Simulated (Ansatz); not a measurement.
C2H3Cl2FGe (SMILES C=[CH][Ge]([F])([Cl])[Cl]), singlet, at a GFN2-xTB geometry, atoms displaced at random by about 0.08 Å a coordinate; R2SCAN/STO-3G, gradient run with Ansatz (an electronic-structure program).

Input for Ansatz:
Ansatz 0.2 input:
```yaml
crystal:
  periodic: [false, false, false]
  atoms:
    - {symbol: C, position_ang: [-2.90171003, -0.53533321, -0.17232952]}
    - {symbol: C, position_ang: [-1.56411184, -0.63052003, -0.91831899]}
    - {symbol: Ge, position_ang: [0.15768842, -0.00141920, 0.20725978]}
    - {symbol: F, position_ang: [-0.51765649, 0.59867036, 1.60935380]}
    - {symbol: Cl, position_ang: [1.43990351, -1.41767145, 0.54180728]}
    - {symbol: Cl, position_ang: [0.90274154, 1.64487104, -0.70301413]}
    - {symbol: H, position_ang: [-3.08658651, -0.07672185, 0.76574937]}
    - {symbol: H, position_ang: [-3.81836725, -0.94230992, -0.68596071]}
    - {symbol: H, position_ang: [-1.56995233, -1.00552060, -1.86736687]}
basis:
  gaussian:
    orbitals: STO-3G
hamiltonian:
  xc: r2scan
output: {forces: true}
```

The log (banner, timings and long lists left out):

```
Functional definition: r2SCAN
631 factors; integrals over basis functions are off by at most 2.7e-5 eV
mean field evaluation 1: about -85233.5385 eV, gradient 2.5e2 eV
mean field evaluation 2: about -85051.5150 eV, gradient 1.1e2 eV
mean field evaluation 4: about -84285.2758 eV, gradient 3.8e2 eV
mean field evaluation 8: about -85413.7081 eV, gradient 2.0e0 eV
mean field -85413.65698077 eV, -3138.8939985873 hartree, gradient 2.1e-5 eV, S^2 0.000000; 0 other end points of the search recorded, 0 dependent functions left out
the calculation of the forces begins
reference -85413.65698621 eV, -3138.8939987870 hartree; 45, 45 occupied and 9, 9 virtual orbitals, 631 factors
Total energy: -85413.65698621 eV, -3138.8939987870 hartree
Atom 0 at    -2.901710    -0.535333    -0.172330 Å, force     5.820985    -1.822715    -6.436591 eV/Å
Atom 1 at    -1.564112    -0.630520    -0.918319 Å, force    -4.643010     3.064612     9.923432 eV/Å
Atom 2 at     0.157688    -0.001419     0.207260 Å, force    -7.198766     0.467298    -1.732153 eV/Å
Atom 3 at    -0.517656     0.598670     1.609354 Å, force    -0.083125    -0.063746     0.547768 eV/Å
Atom 4 at     1.439904    -1.417671     0.541807 Å, force     3.295360    -3.545823     0.832131 eV/Å
Atom 5 at     0.902742     1.644871    -0.703014 Å, force     1.409340     2.415347    -1.485198 eV/Å
Atom 6 at    -3.086587    -0.076722     0.765749 Å, force     0.344538     0.642267     1.660261 eV/Å
Atom 7 at    -3.818367    -0.942310    -0.685961 Å, force     0.879948     0.500150     0.340024 eV/Å
Atom 8 at    -1.569952    -1.005521    -1.867367 Å, force     0.174730    -1.657391    -3.649675 eV/Å
Dipole moment:    -0.329050    -0.160610     0.075108 e Å
```
